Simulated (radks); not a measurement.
Q: Coherent X-ray form factor from a spherical all-electron density. Method: Dirac Kohn-Sham, exchange-only PBE, spin-unpolarised, spherical densities, finite nucleus; Fermi nuclear charge, rms radius of each element as measured or else 0.836 A^(1/3) + 0.57 fm; computed with a radial shooting solver on a logarithmic mesh with Libxc functionals.

sin(theta)/lambda (1/angstrom),f0 (electrons)
0.05,57.635
0.1,56.571
0.15,54.901
0.2,52.756
0.25,50.288
0.3,47.643
0.4,42.296
0.5,37.359
0.6,33.065
0.8,26.369
1,21.750
1.25,18.063
1.5,15.692
2,12.132

The species is in the configuration that NIST lists as its ground one. Which atom or ion scatters so?

A: The dysprosium ion Dy8+, [Kr] 4d10 4f8 5s2 5p2. Extrapolating in s^2 from the first two rows gives f0(0) = 58.0, near the electron count 58; among species with that count, the fall with angle is slower the higher Z, and the table is that of Z = 66; from so few rows the species is fixed only to a neighbour or two.
